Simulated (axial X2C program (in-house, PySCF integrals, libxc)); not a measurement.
**InF⁺: nuclear properties from DFT to coupled cluster**

Calculated with an axial X2C code built on PySCF integrals: two-component X2C with atomic mean-field Coulomb and Gaunt terms, Gaussian nuclei, basis In dyall-acv3z, F dyall-av3z with contracted cores.

R = 1.916 Å (near the PBE0 minimum at charge 1 of the determinant lowest at the starting distance; the state shown can have its own minimum elsewhere); state Ω = 1/2 (⟨Sz⟩ = 0.50, ⟨Lz⟩ = 0.00 at PBE0).

| level | Eeff magnitude (GV/cm) | Ws magnitude In (kHz) | A∥/gI In (MHz) | qzz In (a.u.) | A∥/gI F (MHz) |
| --- | --- | --- | --- | --- | --- |
| PBE0 | 17.9 | 20.7 | 8420 | -3.47 | 195 |
| HF | 20.1 | 23.3 | 9420 | -5.07 | 176 |
| B3LYP | 17.3 | 20 | 8130 | -3.18 | 213 |

Eeff is the effective electric field on the electron electric dipole moment in this Ω state and Ws the scalar–pseudoscalar constant of the nucleus named (defined with the proton number Z and per Ω); A∥ (defined per Ω) follows by multiplying with gI = μI/(I μN); qzz is the electric field gradient, eQq0 = 234.96 MHz × Q/barn × qzz. The operators were transformed with the bare-nucleus X2C matrices; with these basis sets, hyperfine constants and field gradients can be off by tens of per cent, and where levels differ in sign neither size nor sign is settled.

Finite-field MP2, CCSD and CCSD(T), with 19 electrons correlated in 130 natural virtual spinors (MP2 remainder added):

```tsv
level	Eeff magnitude (GV/cm)	Ws magnitude In (kHz)	A∥/gI In (MHz)	qzz In (a.u.)	A∥/gI F (MHz)
MP2	19.3	22.4	9620	-4.09	157
CCSD	19.1	22.2	9160	-4.21	178
CCSD(T)	18.6	21.6	9080	-4.04	180
```

T1 = 0.020 (Lee–Taylor). One unrestricted determinant, the lowest of a limited PBE0 search, is the reference; the functionals treat spin collinearly. Correlation of the inner shells is missing, which matters for properties at the nucleus. Number of frozen shells: In 4 s, 3 p, 1 d; F 1 s.

(1) By how much does correlation change each value, CCSD(T) against HF?

Results:

(1) Eeff magnitude -7 %; Ws magnitude In -7 %; A∥/gI In -4 %; qzz In -20 %; A∥/gI F 2 %.
